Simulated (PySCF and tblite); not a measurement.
C5H9NO, numbered as in [CH2:1]=[CH:2][C:3](=[O:4])[N:5]([CH3:6])[CH3:7].

Conformers came from 90 starts (ETKDG and KDG, MMFF94s, GFN2-xTB); geometries are GFN2-xTB. Free energies are PBE0-D3(BJ)/pcSseg-1 (IEF-PCM, chloroform) single points with GFN2-xTB rigid-rotor and vibrational terms (modes under about 100 cm⁻¹ blended into free rotors). Symmetry numbers and mirror images are counted. Conformers within 3 kcal/mol (GFN2-xTB free energy) were kept, 10 at most. GIAO shieldings: PBE0/pcSseg-1 (IEF-PCM, chloroform). Shifts are against TMS (¹H), TMS (¹³C), NH3 (¹⁵N) at the same level; of two unlike H on one atom, a is the less shielded. Programs: PySCF with density fitting and tblite.

(1) List the conformer-averaged shifts at 298.15 K.

(2) How do the conformers differ?

(3) Which signal moves most, for its nucleus, between 220 and 380 K through the change of populations alone?

Rotation about the C–N or B–N bond may be slow on the NMR time scale, and the averages treat it as fast. Unscaled ¹⁵N shifts at such levels can be off by tens of ppm; differences between conformers or isomers are more reliable. Shifts are unscaled: against experiment ¹³C can be off by 15 ppm or more and ¹H by 0.8 ppm.

Answers

(1) ¹H: 6.82 (H2, 1H), 6.59 (H1a, 1H), 6.18 (H1b, 1H), 3.20 (H6/H7, 6H) ppm. ¹³C: 171.1 (C3), 139.3 (C2), 137.0 (C1), 36.9 (C6/C7) ppm. ¹⁵N: 124.9 (N5) ppm.

(2) Torsions listed: C1–C2–C3–O4, O4–C3–N5–C6. Of a mirror pair one member is shown.
```
conformer       shape  weight %
        1  28°, -175°      92.6
        2   115°, -3°       7.4
```

```
signal      1      2  average
   H1a   6.66   5.72     6.59
   H1b   6.19   6.09     6.18
    H2   6.84   6.46     6.82
 H6/H7   3.19   3.23     3.20
    C1  137.5  131.1    137.0
    C2  139.1  141.8    139.3
    C3  170.9  173.2    171.1
 C6/C7   36.9   37.3     36.9
    N5  124.5  131.0    124.9
```

(3) H1a: 6.63 ppm at 220 K, 6.61 ppm at 260 K, 6.59 ppm at 298.15 K, 6.57 ppm at 340 K, 6.54 ppm at 380 K.


¹⁵N shifts are against a computed isolated NH3 molecule, about 20 ppm from the liquid.